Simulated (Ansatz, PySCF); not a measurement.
Donor–acceptor adduct: GaH3 (SMILES [GaH3]) (first 4 atoms) with H2O (SMILES O); geometry from B3LYP-D3(BJ)/def2-TZVP, rigid monomers moved along the line of their centres of mass till Ga1···O5 is 2.00 Å.
(charge 0, multiplicity 1):
```xyz
7

Ga     0.397    -0.376     0.685
H      1.883    -0.098     1.123
H     -0.229    -1.811     0.853
H     -0.287     0.626    -0.330
O     -0.447     0.393     2.332
H     -1.408     0.321     2.293
H     -0.242     1.332     2.423
```

Interaction energies are E(AB) − E(A) − E(B) at the monomers' geometry in the complex; basis-set methods are counterpoise corrected.

Frozen-core correlation. Filled d and f shells under p-block atoms count as core. CBS(a, b) extrapolates the correlation energy as X⁻³ and adds the Hartree–Fock energy of set b.

Run with Ansatz (Gaussian basis) for Hartree–Fock, density functionals and correlated methods; PySCF for the dispersion terms. Each number belongs to the level named beside it.

The comparison value is -11.70 kcal/mol (CCSD(T)/CBS(aug-cc-pVDZ, aug-cc-pVTZ)). It is a level with limits of its own, not the exact answer.

### Question
Order these levels by how close they come to the comparison value for the interaction energy, closest first: r2SCAN-D3(BJ)/def2-TZVPPD, PBE-D4/def2-TZVPPD, wB97X-V/def2-TZVPPD. Give each level's value less the comparison value.

### Answer
PBE-D4/def2-TZVPPD (0.35 kcal/mol), wB97X-V/def2-TZVPPD (-1.02 kcal/mol), r2SCAN-D3(BJ)/def2-TZVPPD (-3.04 kcal/mol)

Ansatz is a first-principles code.
